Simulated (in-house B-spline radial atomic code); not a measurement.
## CAM-B3LYP excitations of Si²⁺

Method: CAM-B3LYP. Computed with an all-electron radial atomic-structure program (B-spline basis): linear response of the closed shell [Ne] 3s2 with the functional's adiabatic kernel; scalar-relativistic (spin-free one-electron X2C), finite nucleus, no spin-orbit coupling, no double excitations, S, P, D and F terms only.

Command:
```bash
python run_td.py task.json out
```
Settings (radii: box in bohr, nucleus in fm):
```
Z                        14
electrons                12
configuration            [Ne] 3s2
hamiltonian              x2c
method                   camb3lyp
box_radius               29.48
rms_radius               3.1224
intervals                74
```

Cost of the run: 1.2 s on 1 thread of Arm Neoverse N1, on a shared host.

The lowest states, in the order of their Tamm-Dancoff energies; the method's threshold (minus the highest occupied level) is 31.19 eV. Labels give the largest channel, * marks a mixed state, and oscillator strengths are full-response dipole values. Semilocal kernels can invert the small singlet-triplet splittings of Rydberg terms. Energies in eV:

```
     state  full response  Tamm-Dancoff  oscillator strength
3s → 3p 3P          6.161         6.398                    -
3s → 3p 1P              ?             ?                    ?
3s → 3d 3D         16.849        16.888                    -
3s → 3d 1D         18.088        18.096                    -
3s → 4s 3S              ?             ?                    -
3s → 4s 1S         19.189        19.216                    -
3s → 4p 3P         20.917        20.925                    -
3s → 4p 1P         21.205        21.245               0.0116
3s → 4d 3D         23.953        23.960                    -
3s → 4d 1D         24.184        24.186                    -
3s → 5s 3S         24.462        24.464                    -
3s → 4f 1F         24.666        24.666                    -
3s → 5s 1S         24.691        24.700                    -
3s → 4f 3F         24.716        24.718                    -
3s → 5p 3P         25.446        25.448                    -
3s → 5p 1P         25.553        25.564               0.0109
```

Where does 3s → 4s 3S lie?

At 18.501 eV in full response, 18.505 eV in Tamm-Dancoff.

Where does 3s → 3p 1P lie?

At 10.353 eV in full response, 10.798 eV in Tamm-Dancoff, oscillator strength 1.62.

How large is the singlet-triplet splitting of 3s → 3p (P terms) in Tamm-Dancoff?

4.4 eV, from the unrounded values.

What polarisabilities and dispersion coefficient does the method give?

Dipole 11.48 bohr³, quadrupole 34.99 bohr⁵, C6 39.15 hartree·bohr⁶ for two such species.
